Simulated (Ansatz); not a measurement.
Harmonic frequencies (cm⁻¹) at PBE0-D4/def2-TZVP from Ansatz: 135, 366, 565, 950, 994, 1173, 1179, 1390, 1486, 1490, 1503, 2523, 3049, 3138, 3148.

(1) Which molecule is it?
A. `N[Si](O)F`•
B. `F[C](F)C(F)(F)F`•
C. `[Cl][SnH][GeH3]`•
D. `[BH]OC`•

Results:

(1) D.
